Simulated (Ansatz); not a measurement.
One change: `B[SiH2]C(B)F` becomes `B[SiH2]CF`.

Ansatz, PBE0-D4/def2-TZVP geometries, multiplicity 1. Each molecule was computed in one conformer, which needn't be the lowest. `B[SiH2]C(B)F` holds a close contact that its SMILES doesn't draw: F···B 1.87 Å.

| property | `B[SiH2]C(B)F` |
| --- | --- |
| size of the dipole moment (B3LYP/def2-TZVPP) / D | 1.45 |
| HOMO energy (B3LYP/def2-TZVPP) / eV | -7.72 |
| LUMO energy (B3LYP/def2-TZVPP) / eV | -1.63 |
| HOMO energy (ωB97M-V/def2-TZVPP) / eV | -10.04 |
| LUMO energy (PBE0/def2-TZVPP) / eV | -1.44 |
| size of the dipole moment (PBE/def2-TZVPP) / D | 1.32 |

(1) Give the same properties after the change, and the shifts. (An estimate is asked.)

Answers

(1) Computed: 
```tsv
property	`B[SiH2]CF`	shift
size of the dipole moment (B3LYP/def2-TZVPP) / D	1.93	0.48
HOMO energy (B3LYP/def2-TZVPP) / eV	-8.10	-0.38
LUMO energy (B3LYP/def2-TZVPP) / eV	-2.83	-1.20
HOMO energy (ωB97M-V/def2-TZVPP) / eV	-10.54	-0.50
LUMO energy (PBE0/def2-TZVPP) / eV	-2.62	-1.18
size of the dipole moment (PBE/def2-TZVPP) / D	1.70	0.38
```

With PBE0 the HOMO falls by 0.39 eV and the LUMO falls by 1.18 eV, so the gap narrows by about 0.79 eV. PBE moves the HOMO by -0.09 eV and ωB97M-V by -0.50 eV. Dipoles are sizes alone; their direction can turn.

B3LYP here is the variant with VWN-RPA as its local correlation; programs differ in this.
